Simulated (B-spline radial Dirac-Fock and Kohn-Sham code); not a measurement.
# The L2-M45M45 Auger spectrum of Xe⁵⁺

System: Xe⁵⁺, configuration 1s2 2s2 2p6 3s2 3p6 3d10 4s2 4p6 4d10 5s2 5p1.

Input of the calculation (task.json; shells as n, l, electrons):

```json
{"items": [{
  "Z": 54,
  "q": 5,
  "cfg": [[1, 0, 2], [2, 0, 2], [2, 1, 6], [3, 0, 2], [3, 1, 6], [3, 2, 10], [4, 0, 2], [4, 1, 6], [4, 2, 10], [5, 0, 2], [5, 1, 1]],
  "A": 132,
  "rrms": 4.7859,
  "do": ["binding", "quiet", "double"]
}]}
```

Command: `python xray_run.py task.json out`

The computed values come from a radial B-spline solver: Dirac-Fock energy differences between relaxed states, corrected for Breit and QED terms. The two-hole levels come from diagonalising the Coulomb interaction among the jj configurations; intensities are independent-particle Coulomb rates. Kinetic energies are from the vacuum level. The model has no electron correlation. Open outer shells are spectators and are not coupled to the holes.

```
kinetic energy (eV)  J  leading jj holes (weight)  leading LS term (weight)  intensity (%)
             3592.1  0                M4M4 (0.87)                ¹S0 (0.75)            2.4
             3609.2  2                M4M4 (0.91)                ¹D2 (0.46)           16.0
             3615.5  4                M4M5 (0.95)                ¹G4 (0.94)           67.9
             3617.0  1                M4M5 (1.00)                ³P1 (1.00)            1.1
             3620.3  2                M4M5 (0.88)                ³P2 (0.53)            2.2
             3621.7  0                M5M5 (0.87)                ³P0 (0.75)            0.0
             3625.9  3                M4M5 (1.00)                ³F3 (1.00)            8.4
             3631.7  2                M5M5 (0.97)                ¹D2 (0.51)            1.2
             3637.6  4                M5M5 (0.95)                ³F4 (0.94)            0.7
```

The strongest line, by its leading LS label ¹G4, lies at 3615.5 eV. The mean weight of the leading component is 0.93 in jj and 0.76 in LS coupling, so jj labels describe these levels better.

Run: 43 s of CPU time on 1 thread of Neoverse-V1 (shared host), peak memory 0.47 GiB.
